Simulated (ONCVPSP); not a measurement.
# Before and after: ONCV potential for praseodymium (Pr)

| Item | Value |
| --- | --- |
| Element | Pr |
| Generator | ONCVPSP 4.0.1 |
| Type | optimised norm-conserving Vanderbilt (ONCV) |
| Functional | LDA (Perdew-Wang 92) |
| Relativity | scalar-relativistic |
| Frozen core | [Kr] 4d10 4f2 |
| Valence charge | 11 |
| Reference configuration | 5s2 5p6 5d1 6s2 |
| Partial waves | 5s+6s: rc 2.15 bohr, ncon 4, nbas 8, qcut 4.5 1/bohr, 2 projectors; 5p: rc 1.85 bohr, ncon 4, nbas 7, qcut 3.8 1/bohr, 2 projectors, debl 1.4 Ha; 5d: rc 3.75 bohr, ncon 3, nbas 7, qcut 4.4 1/bohr, 2 projectors, debl 3 Ha; f scattering state at 0.13 Ha: rc 2.80 bohr, ncon 5, nbas 8, qcut 4.6 1/bohr, 2 projectors, debl 3.8 Ha |
| Local potential | polynomial inside 1.60 bohr (lpopt 1, dvloc0 1 Ha) |
| Core correction | polynomial model core, fcfact 0.55 |

Change: all radii but the core radius scaled by about 1.08 (s 2.32, p 2.00, d 4.06, f 3.04 bohr); local potential polynomial inside 1.74 bohr (lpopt 1, dvloc0 1 Ha).

Cutoffs: the cutoffs (Ha) at which the residual kinetic energy of the hardest occupied pseudo-wave falls to 1 and 0.1 mHa per electron; they do not see the model core or the augmentation charge, which bear on the density cutoff. Errors are all-electron minus pseudo energies relative to the spin-unpolarised reference configuration.

Q: How do hardness, ghosts and transferability respond?

A: The potential gets softer (34 Ha and 43 Ha → 24 Ha and 36 Ha); of the 4 tests that both files solve, the error grows in 3 and shrinks in 1 by more than 15 % and 0.3 meV (median size 36.4 → 30.6 meV); neither file shows a bound ghost. A larger radius leaves more room for a smooth pseudo-wave, so fewer plane waves are needed.

| quantity | base | changed |
| --- | --- | --- |
| cutoff, loose | 34 Ha | 24 Ha |
| cutoff, tight | 43 Ha | 36 Ha |
| loose cutoff by channel | s 8.8 Ha, p 34 Ha, d 5.5 Ha | s 8.0 Ha, p 24 Ha, d 5.3 Ha |
| bound ghosts | none | none |
| GHOST(+) flags under 300 eV | d at 101.4 eV, s at 102.5 eV | s at 116.3 eV |
| error for 5s2 5p6 5d1 6s1, meV [ΔE 6.37 eV] | -3.1 | -3.8 |
| error for 5s2 5p6 5d1 6s0, meV [ΔE 17.89 eV] | -18 | -23 |
| error for 5s2 5p6 5d0 6s0, meV [ΔE 37.41 eV] | -55 | -38 |
| error for 5s1 5p6 5d1 6s2, meV [ΔE 47.56 eV] | -283 | -343 |
| rms error of d²Exc/dni dnj with the model core, mHa | 0.66 | 0.85 |
